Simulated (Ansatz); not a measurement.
Basis sets compared for `CCCCCCCC[Si](O)(O)O`. Charge 0, multiplicity 1. Geometry PBE-D4/def2-SVP. Ansatz on 4 threads of Arm Neoverse V2 on a shared host; times are rough, and most runs start from earlier orbitals.

```xyz
32

C     0.3492   -4.7515   -1.9147
C     0.1050   -3.2862   -1.5514
C     1.3783   -2.4322   -1.5930
C     1.1675   -0.9417   -1.2953
C     0.6990   -0.6264    0.1295
C     0.5523    0.8715    0.4067
C     0.0880    1.1890    1.8326
C    -0.1036    2.6932    2.1037
Si   -1.5660    3.4892    1.2406
O    -1.5882    5.1523    1.4999
O    -2.9097    2.6866    1.8322
O    -1.6143    3.3471   -0.4313
H    -0.5855   -5.3473   -1.8787
H     1.0730   -5.2245   -1.2177
H     0.7691   -4.8500   -2.9382
H    -0.6476   -2.8475   -2.2450
H    -0.3531   -3.2297   -0.5398
H     2.1212   -2.8494   -0.8745
H     1.8444   -2.5379   -2.5982
H     0.4340   -0.5212   -2.0207
H     2.1195   -0.3979   -1.4855
H    -0.2758   -1.1246    0.3277
H     1.4159   -1.0718    0.8576
H     1.5277    1.3782    0.2205
H    -0.1581    1.3196   -0.3223
H    -0.8686    0.6588    2.0355
H     0.8249    0.7707    2.5541
H     0.8165    3.2581    1.8335
H    -0.2531    2.8676    3.1931
H    -1.4412    5.4205    2.4232
H    -3.7200    2.8454    1.3168
H    -1.2007    4.0923   -0.9011
```

Binding counts from free atoms (C triplet, Si triplet, O triplet, H doublet) in the same basis, without a counterpoise term.

```tsv
level	functions	energy (Eh)	HOMO (eV)	LUMO (eV)	binding per atom (eV)	wall time
PBE-D4/def2-SVP	272	-830.9137	-6.50	0.17	4.31	4 s
PBE0-D4/def2-SVP	272	-831.0112	-8.01	1.10	4.25	8 s
```

Task: Estimate the rows for PBE-D4/def2-TZVP, PBE0-D4/def2-TZVP (with forces).

Result: 
```csv
level,functions,energy (Eh),HOMO (eV),LUMO (eV),binding per atom (eV),wall time
PBE-D4/def2-TZVP,498,-831.6484,-6.74,-0.40,4.28,8 s
PBE0-D4/def2-TZVP (with forces),498,-831.7337,-8.15,0.48,4.22,32 s
```
